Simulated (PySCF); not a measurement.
Species: diboron dioxide, B2O2.
Numbering: `[O:1]=[B:2][B:3]=[O:4]`

Cartesian coordinates in Å at the PBE0-D3(BJ)/def2-SVP level; atoms count from 1:
```xyz
4
B2O2 angstrom
O     -2.001   -0.035   -0.504
B     -0.813   -0.012   -0.341
B      0.823    0.017   -0.117
O      2.011    0.038    0.045
```

Theory: core-valence-separated Tamm–Dancoff BHandHLYP/aug-pcX-1 in PySCF, non-relativistic, gas phase, PBE0-D3(BJ)/def2-SVP geometry.

Computed boron K-edge spectrum, Gaussian lines of 0.3 eV full width, highest printed point 100; it ends one width below the last computed root. The energies are unshifted.

photon energy (eV), absorption and a bar:
```
    187.2          1 
    187.3          9 ###
    187.4         38 ###########
    187.5         83 #########################
    187.6        100 ##############################
    187.7         65 ###################
    187.8         23 #######
    187.9          4 #
    188.0          0 
    188.1          0 
    188.2          0 
    188.3          0 
    188.4          0 
    188.5          0 
    188.6          0 
    188.7          0 
    188.8          0 
    188.9          0 
    189.0          0 
    189.1          0 
    189.2          0 
    189.3          0 
    189.4          0 
    189.5          0 
    189.6          0 
    189.7          0 
    189.8          0 
    189.9          0 
    190.0          0 
    190.1          0 
    190.2          0 
    190.3          0 
    190.4          0 
    190.5          0 
    190.6          0 
    190.7          0 
    190.8          0 
    190.9          0 
    191.0          0 
    191.1          0 
    191.2          0 
    191.3          0 
    191.4          0 
    191.5          0 
    191.6          1 
    191.7          2 #
    191.8          3 #
    191.9          2 #
    192.0          1 
    192.1          0 
    192.2          1 
    192.3          4 #
    192.4          8 ###
    192.5         10 ###
    192.6          6 ##
    192.7          2 #
    192.8          0 
    192.9          0 
    193.0          0 
    193.1          0 
    193.2          1
```

Where are the maxima, and which lines make them up?

3 maxima:
- 187.6 eV: B2/B3 (boron bonded to B and O), 187.58 eV, f = 0.216, sum of 2, 100 % of the height at the exact maximum
- 191.8 eV: B2/B3 (boron bonded to B and O), 191.78 eV, f = 0.007, sum of 2, 100 % of the height at the exact maximum
- 192.5 eV: B2/B3 (boron bonded to B and O), 192.47 eV, f = 0.021, sum of 2, 100 % of the height at the exact maximum

Roots within 0.03 eV on the same or equivalent atoms count as one line; shares under 12 % aren't listed.

Vibrational structure and lifetime widths aren't in the curve. The ionisation threshold wasn't computed; near and above it a finite basis only mimics Rydberg series and continuum.

On one thread of an AMD EPYC 9R45 (shared host), this took 1.4 s wall and 0.42 GiB of memory at its peak.
